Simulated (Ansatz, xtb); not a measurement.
CHClFTe: which of two isomers lies lower

Structure X: `F[CH][Te]Cl`, a doublet. Structure Y: `F[C@H](Cl)[Te]`, a doublet. Both are isolated molecules in the gas phase, relaxed with PBE0-D3(BJ)/def2-SVP, each in the lowest conformer that the search found.

X (Å):

```yaml
atoms:
  - { symbol: C, position_ang: [0.1019, -2.6531, -0.6715] }
  - { symbol: Cl, position_ang: [-0.0621, 0.4907, -1.9701] }
  - { symbol: F, position_ang: [1.4166, -2.6872, -0.6506] }
  - { symbol: Te, position_ang: [-0.9375, -0.9526, -0.2387] }
  - { symbol: H, position_ang: [-0.3711, -3.6035, -0.9468] }
```

Y (Å):

```yaml
atoms:
  - { symbol: C, position_ang: [-0.1304, -1.8170, -0.6222] }
  - { symbol: Cl, position_ang: [0.0786, -3.5657, -0.8831] }
  - { symbol: F, position_ang: [0.7968, -1.3628, 0.2322] }
  - { symbol: Te, position_ang: [0.0108, -0.8796, -2.5789] }
  - { symbol: H, position_ang: [-1.1299, -1.6678, -0.1903] }
```

Quicker runs give these differences E(Y) − E(X): GFN2-xTB −10.2 kJ/mol; HF/STO-3G −20.2 kJ/mol (at GFN2-xTB geometries); r2SCAN-D4/def2-SVP −60.2 kJ/mol (at GFN2-xTB geometries).

**Question.** Estimate E(Y) − E(X) at the level CCSD(T)/def2-SVP + ΔMP2/def2-TZVPP.

**Answer.** Calculated at CCSD(T)/def2-SVP + ΔMP2/def2-TZVPP: E(Y) − E(X) = −64.3 kJ/mol, so structure Y lies lower.

Level by level:

```tsv
level	geometry	E(Y) − E(X) (kJ/mol)	departure from the last row (kJ/mol)	job, with rough time for the two
GFN2-xTB	GFN2-xTB	−10.2	+54.1	optimisation, 0.55 s
HF/STO-3G	GFN2-xTB	−20.2	+44.0	single point, 9.9 s
r2SCAN-D4/def2-SVP	GFN2-xTB	−60.2	+4.1	single point, 19 s
PBE0-D3(BJ)/def2-SVP	PBE0-D3(BJ)/def2-SVP	−57.4	+6.9	optimisation, 5.4 min
HF/def2-SVP	PBE0-D3(BJ)/def2-SVP	−67.7	−3.5	part of the CCSD(T) run
MP2/def2-SVP	PBE0-D3(BJ)/def2-SVP	−99.4	−35.2	part of the CCSD(T) run
CCSD(T)/def2-SVP	PBE0-D3(BJ)/def2-SVP	−81.8	−17.5	single point
CCSD(T)/def2-SVP + ΔMP2/def2-TZVPP	PBE0-D3(BJ)/def2-SVP	−64.3		single point, 3.7 min
```

As drawn, Y has 1 C–Cl in place of 1 Cl–Te.

None of the levels shown reverses the order. The largest departure from CCSD(T)/def2-SVP + ΔMP2/def2-TZVPP is that of GFN2-xTB, 54.1 kJ/mol. The last row adds to CCSD(T) the change of the MP2 difference between the two basis sets, here +17.5 kJ/mol, a large step that makes the value less sure.

With harmonic frequencies from PBE0-D3(BJ)/def2-SVP (ideal gas, rigid rotor, one conformer each, 298.15 K, 1 atm): the zero-point term adds +7.7 kJ/mol; ΔH is −59.1 and ΔG −53.6 kJ/mol.

Open shells are spin-unrestricted. The correlated steps freeze 11 core orbitals; the filled d shell of Te is correlated, in a basis made for valence electrons. Atoms past krypton carry core potentials in the def2 sets, other sets are all-electron and non-relativistic, and no spin–orbit term is included. Run with Ansatz 0.2.0, xtb 6.7.1; the last row on 1 thread of AMD EPYC (Zen 3) on a shared host.
